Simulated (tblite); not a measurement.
Compound: C4H10GeSi.
Structure used (GFN2-xTB), in Å, numbered top down from 1:
```
atom  x, y, z in Å
C1     3.4029    0.4709    0.5301
C2     2.1057   -0.1690    0.5632
C3     1.0264   -0.7054    0.5983
Ge4   -0.6838   -1.5167    0.6138
C5    -1.9600   -0.4883   -0.4771
Si6   -2.1853    1.2950    0.1309
H7     4.1179   -0.1613    0.0042
H8     3.7607    0.6406    1.5453
H9     3.3322    1.4287    0.0149
H10   -0.5184   -2.9240    0.0919
H11   -1.1261   -1.6219    2.0477
H12   -1.6083   -0.4844   -1.5090
H13   -2.9189   -1.0062   -0.4733
H14   -2.6923    1.2843    1.5059
H15   -0.9046    2.0026    0.0794
H16   -3.1557    1.9640   -0.7426
```

Method: GFN2-xTB as coded in tblite; computed harmonic values from a numerical Hessian at the method's own geometry, unscaled. This tight-binding method is rough: wavenumbers can miss measured ones by several per cent, in bad cases by 10 to 20. Modes of hydrogen on germanium and silicon can be 10 to 20 % off. One conformer, not necessarily the lowest. The optimisation stopped once no atom felt more than 0.01 eV/Å.

Lowest wavenumbers of the output (negative numbers stand for imaginary wavenumbers):
```
mode    cm-1
  1     -32.0
  2      35.1
  3      66.5
  4     113.3
  5     137.6
  6     142.5
  7     216.2
  8     308.9
```

Question: Is this structure a minimum?

Answer: Not by this Hessian. 1 mode is imaginary beyond 20i (32i cm⁻¹), so at this level the point lies at or near a first-order saddle. The curvature is small, so loose convergence or finite differences may be the whole cause.

Question: Which atoms move in the imaginary mode?

Answer: 32i: H7 (methyl hydrogen) 33 %, H8 (methyl hydrogen) 33 %, H9 (methyl hydrogen) 33 %. These are shares of the mass-weighted motion.

Question: What is the remedy?

Answer: Step along that mode in both directions, optimise again with tighter thresholds and repeat the frequencies. The zero-point energy of this point (69.4 kcal/mol) counts the 41 real modes alone, and thermal corrections from it aren't those of a minimum.

Time: 1.7 s. Hardware: Intel Xeon at 2.50 GHz, one thread, no GPU, shared host. The figure is for the frequency step alone.
